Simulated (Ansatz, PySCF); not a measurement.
Donor–acceptor adduct: ClFHIn (SMILES [F][InH][Cl]) (first 4 atoms) with NH3 (SMILES N); geometry from B3LYP-D3(BJ)/def2-TZVP, rigid monomers moved along the line of their centres of mass till In2···N5 is 3.25 Å.
(charge 0, multiplicity 1):
```xyz
8

F      0.880     1.421     1.165
In    -0.727     0.275     1.397
Cl    -2.203     1.292     2.951
H     -1.219    -0.785     0.158
N      1.076    -1.267     3.617
H      1.932    -0.718     3.569
H      0.623    -1.084     4.507
H      1.311    -2.252     3.562
```

Monomers are frozen at their geometry in the pair; levels with a basis set take the counterpoise correction. Rows marked so take none.

Rows in 3-21G, STO-3G carry no dispersion term and start afresh at each structure; the Pople sets are all-electron and without relativity.

The values were computed with Ansatz (Gaussian basis) for Hartree–Fock, density functionals and correlated methods; PySCF for 3-21G rows, STO-3G rows, the dispersion terms. Values without a source in brackets are computed. In def2 rows elements past Kr take small-core potentials, without spin–orbit coupling.

Q: One of these levels gives -15.07 kcal/mol for the interaction energy. Which?
A) B3LYP/def2-TZVPPD
B) HF/STO-3G (no counterpoise)
C) HF/3-21G (no counterpoise)
D) PBE-D4/def2-TZVPPD

A: B, HF/STO-3G (no counterpoise). The others give -23.66 (HF/3-21G (no counterpoise)), -13.79 (PBE-D4/def2-TZVPPD), -12.24 (B3LYP/def2-TZVPPD)

Ansatz is a quantum-chemistry and plane-wave program.
